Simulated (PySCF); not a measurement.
Simulated characterisation data

No solvent model, non-relativistic Hamiltonian, one computed conformer, equivalent nuclei averaged. Shieldings: GIAO PBE0/pcSseg-1; couplings computed with B3LYP/pcJ-1; geometry from GFN2-xTB; PySCF 2.14.

Shifts are taken against calculated references (same method and geometry level): $^{1}$H, $^{13}$C vs TMS. Multiplet labels drop J under 1 Hz and among equivalent protons, and merge close values. Unscaled 3J(H,H) run several per cent high. Splittings of carbon signals by F and P are missing where no couplings were computed. Where no couplings were computed, multiplicities follow the n + 1 count of equivalent neighbours, and m marks all less simple cases (inequivalent or close neighbours, rings, F or P nearby). One-bond C–F couplings are unscaled and too large by tens of Hz. Shifts are as computed. Against solution values, carbons near 30 ppm lie about +3 ppm off and those near 130 ppm about +5 ppm; carbons on Cl a further +6 ppm. Of 1211 compounds with measured shifts, 218 miss one by over three times the rms of a fit or turn the order of signals round; such compounds aren't used in these exercises. Carbons bonded to Cl come out too deshielded.

Compound 1 (C4H4ClF3). $^{1}$H NMR (400 MHz, computed): δ 6.87 (m, 1H), 2.13 (d, 3H). $^{13}$C{$^{1}$H} NMR (computed): δ 139.1 (CH), 134.8 (C), 129.9 (C), 17.1 (CH3). Structure: SMILES C(/C(=C/C)Cl)(F)(F)F.

Compound 2 (C4F2O2). $^{13}$C{$^{1}$H} NMR (computed): δ 149.0 (C, d, J = 391.7 Hz), 82.6 (C, m). Structure: SMILES O=C(F)C#CC(=O)F.
